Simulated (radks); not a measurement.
Values are calculated unless marked as measured or tabulated.
K+, configuration [Ar].

Code: a radial shooting solver on a logarithmic mesh with Libxc functionals. Model: Dirac Kohn-Sham, PBE, spin-unpolarised, spherical densities, finite nucleus; Fermi nuclear charge, rms radius 3.4349 fm.

Energy parts (eV):
total: -16379.365
kinetic: 16493.062
electron-nucleus: -38888.167
Hartree: 6920.769
exchange-correlation: -905.028

Orbitals (lengths in bohr, moments of r in powers of bohr):
orbital  occ.  eigenvalue (eV)   <1/r>
1s1/2       2        -3527.961   18.72
2s1/2       2        -359.5101   3.806
2p1/2       2        -288.1523   3.726
2p3/2       4        -285.2601   3.691
3s1/2       2         -41.4486   1.100
3p1/2       2         -25.0612  0.9637
3p3/2       4         -24.7926  0.9568

The highest occupied level is 3p3/2 at -24.793 eV. The density falls to 0.001 e/bohr^3 at r = 3.31 bohr. Summed over all electrons, <r^2> = 19.49 bohr^2, which gives a Langevin (diamagnetic) susceptibility term of -15.4 x 10^-6 cm^3/mol. For comparison, the ionisation energy in NIST's Atomic Spectra Database is 31.625 eV (measured). In exact Kohn-Sham theory the highest level is minus the ionisation energy, but local and semilocal functionals leave it too shallow, through self-interaction and a potential that decays too fast; potentials with the right tail come closer. The electron density at the nucleus is 5191 e/bohr^3.
